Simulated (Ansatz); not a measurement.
Harmonic frequencies (cm⁻¹) at PBE0-D4/def2-TZVP from Ansatz: 89, 100, 120, 164, 182, 327, 343, 392, 405, 454, 658, 670, 684, 2344, 2344.

**Question.** Which molecule is it?
A. `Br[SiH](Br)Br`
B. `C[SiH2]N`
C. `N#C[Si](Cl)(Cl)C#N`
D. `C[SiH](S)Cl`

**Answer.** C.
